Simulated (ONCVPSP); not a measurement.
**potassium: one change to an ONCV potential, before and after**

```json
{"Element": "potassium (K)", "Generator": "ONCVPSP 4.0.1", "Type": "optimised norm-conserving Vanderbilt (ONCV)", "Functional": "PBE", "Relativity": "scalar-relativistic", "Frozen core": "[Ne]", "Valence charge": "9", "Reference configuration": "3s2 3p6 4s0.75 4p0.25", "Partial waves": "3s+4s: rc 2.15 bohr, ncon 4, nbas 8, qcut 4.9 1/bohr, 2 projectors; 3p+4p: rc 2.05 bohr, ncon 4, nbas 8, qcut 8.3 1/bohr, 2 projectors; d scattering state at 0.45 Ha: rc 1.65 bohr, ncon 3, nbas 7, qcut 6.9 1/bohr, local", "Local potential": "the d channel", "Core correction": "Teter function, fcfact 5.5, rcfact 1.65"}
```

Change: s: qcut 4.4; p: qcut 7.4; d: qcut 6.1.

Cutoffs: the cutoffs (Ha) at which the residual kinetic energy of the hardest occupied pseudo-wave falls to 1 and 0.1 mHa per electron; they do not see the model core or the augmentation charge, which bear on the density cutoff. Errors are all-electron minus pseudo energies relative to the spin-unpolarised reference configuration.

Problem. What does the change do?

Solution. The potential gets neither clearly harder nor softer (13 Ha and 17 Ha → 13 Ha and 16 Ha); a bound ghost appears in s, which as a rule spoils a file; the errors of the 4 common tests hardly move.

```tsv
quantity	base	changed
cutoff, loose	13 Ha	13 Ha
cutoff, tight	17 Ha	16 Ha
loose cutoff by channel	s 4.9 Ha, p 13 Ha	s 4.5 Ha, p 13 Ha
bound ghosts	none	s
GHOST(+) flags under 300 eV	none	none
error for 3s2 3p6 4s1 4p0, meV [ΔE -0.38 eV]	0.0	0.0
error for 3s2 3p6 4s0 4p0, meV [ΔE 3.93 eV]	-0.2	-0.2
error for 3s2 3p6 4s0.5 4p0, meV [ΔE 1.26 eV]	0.0	0.0
error for 3s2 3p6 4s0 4p1, meV [ΔE 1.17 eV]	-0.1	-0.1
s: phases at 2.18 bohr within 0.05 rad from the reference energy up to (Ha; the scan ends near 5)	4.7	4.3
p: phases at 2.08 bohr within 0.05 rad from the reference energy up to (Ha; the scan ends near 5)	4.4	4.3
d: phases at 1.67 bohr within 0.05 rad from the reference energy up to (Ha; the scan ends near 5)	1.8	1.7
rms error of d²Exc/dni dnj with the model core, mHa	2.51	2.55
```

 A true bound ghost makes a file unfit for plane-wave use even where its test errors are small: the radial tests pick states by their node count and pass the ghost by.
